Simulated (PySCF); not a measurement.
H10N2Si3, SMILES N[SiH2]N[SiH2][SiH3].

The structure is a stationary point at PBE0-D3(BJ)/def2-SVP. The structure was generated by enumeration, and PubChem lists no compound with its InChIKey, so it may never have been made. The values are those of a single conformer.

Level of theory: PBE/def2-TZVP in PySCF.

Gas-phase values at a fixed geometry.

Computed frontier levels, gap, dipole moment and polarisability:
- highest occupied level: -5.92 eV
- lowest empty level: -0.94 eV
- orbital gap: 4.98 eV
- dipole moment: 1.68 D
- quadrupole, principal values (traceless, Buckingham form, about the centre of nuclear charge): -6.31, -1.02, 7.33 D·Å
- mean static polarisability: 103.1 bohr³ (15.28 Å³)
- polarisability, principal values: 84.6, 98.3, 126.5 bohr³
